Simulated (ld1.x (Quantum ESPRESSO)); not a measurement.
**In (Z = 49): excitation energies, all-electron against ultrasoft**

```
Element                 : In
Generator               : ld1.x (Quantum ESPRESSO) 7.5
Type                    : ultrasoft
Functional              : PBE
Relativity              : scalar-relativistic
Frozen core             : [Kr]
Valence charge          : 13
Reference configuration : 4d10 5s2 5p1
Partial waves           : 5s (bound): rcut 1.95, rcutus 2.35 bohr; 5s channel at 1.5 Ry: rcut 1.95, rcutus 2.35 bohr; 5p (bound): rcut 2.05, rcutus 2.75 bohr; 5p channel at 2.6 Ry: rcut 2.05, rcutus 2.75 bohr; 4d (bound): rcut 0.90, rcutus 1.20 bohr; 4d channel at 0.4 Ry: rcut 0.90, rcutus 1.20 bohr
Local potential         : all-electron potential smoothed inside 1.60 bohr (lloc = -2)
Core correction         : Bessel-smoothed model core inside 0.70 bohr
Augmentation charge     : built from norm-conserving waves at rcut, not smoothed further
```

Energies are relative to the spin-unpolarised reference configuration 4d10 5s2 5p1; without spin polarisation the order of configurations can differ from experiment.

(1) Give the all-electron excitation energy and the error of the potential for: 4d10 5s2 5p0; 4d10 5s1 5p0; 4d10 5s0 5p0; 4d10 5s2 5p1.3; 4d9 5s0 5p0; 4d10 5s2 5p0.5; 4d10 5s1 5p2.

Levels in the configuration 4d10 5s2 5p0:

```csv
level,all-electron (eV),pseudo (eV)
4d,-26.073,-26.047
5s,-14.925,-14.928
```

## Answers

(1)

```csv
valence configuration,charge,ΔE all-electron (eV),error AE − PS (meV)
4d10 5s2 5p0,+1,5.363,-2.2
4d10 5s1 5p0,+2,24.598,-18
4d10 5s0 5p0,+3,52.918,-64
4d10 5s2 5p1.3,-0.3,-0.532,0.0
4d9 5s0 5p0,+4,109.307,-75
4d10 5s2 5p0.5,+0.5,1.940,-0.6
4d10 5s1 5p2,0,5.841,-2.5
```
